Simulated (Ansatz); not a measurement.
`O[SiH2][SiH2]O` + H₂Se → `O[SiH2][SiH2][SeH]` + H₂O  (ligand exchange at the Si–O bond)

Gas-phase electronic energies from Ansatz, PBE0-D4/def2-TZVP geometries. CBS: MP2 limit from def2 TZ/QZ plus the TZ coupled-cluster correction, frozen cores. This one scheme is used for every species. Functionals use def2-TZVPP. B3LYP here is the variant with VWN-RPA as its local correlation; programs differ in this. For Se outer-core shells are correlated without core-valence functions, which leaves a few kJ/mol of doubt a bond. Scalar relativity is left out up to krypton. One conformer a species, not always the lowest.

```json
{"level": "PBE-D4", "ΔE (kJ/mol)": "-1.0", "difference from CCSD(T)/CBS": "-7.7"}
{"level": "r2SCAN-D4", "ΔE (kJ/mol)": "9.8", "difference from CCSD(T)/CBS": "3.1"}
{"level": "PBE0-D4", "ΔE (kJ/mol)": "0.8", "difference from CCSD(T)/CBS": "-5.9"}
{"level": "B3LYP-D4", "ΔE (kJ/mol)": "13.8", "difference from CCSD(T)/CBS": "7.1"}
{"level": "PBE", "ΔE (kJ/mol)": "3.7", "difference from CCSD(T)/CBS": "-3.0"}
{"level": "r2SCAN", "ΔE (kJ/mol)": "10.9", "difference from CCSD(T)/CBS": "4.2"}
{"level": "MP2/def2-TZVPP", "ΔE (kJ/mol)": "8.6", "difference from CCSD(T)/CBS": "1.9"}
{"level": "HF/def2-QZVPP", "ΔE (kJ/mol)": "32.7", "difference from CCSD(T)/CBS": "26.0"}
{"level": "MP2/def2-QZVPP", "ΔE (kJ/mol)": "5.3", "difference from CCSD(T)/CBS": "-1.4"}
{"level": "SCS-MP2/def2-QZVPP", "ΔE (kJ/mol)": "13.3", "difference from CCSD(T)/CBS": "6.6"}
{"level": "CCSD(T)/CBS", "ΔE (kJ/mol)": "6.7", "difference from CCSD(T)/CBS": "0"}
```

Largest T1 diagnostic among the species: 0.012.

In def2-TZVPP, CCSD(T) changes the Hartree–Fock value by −18.8 kJ/mol (the triples alone add −3.6 kJ/mol) and MP2 by −23.2 kJ/mol. The D4 term adds −7.9 kJ/mol with B3LYP and −4.3 kJ/mol with PBE0; it sums over pairs of atoms, weighted by their polarisabilities, and B3LYP, whose exchange is more repulsive, gets the larger term.
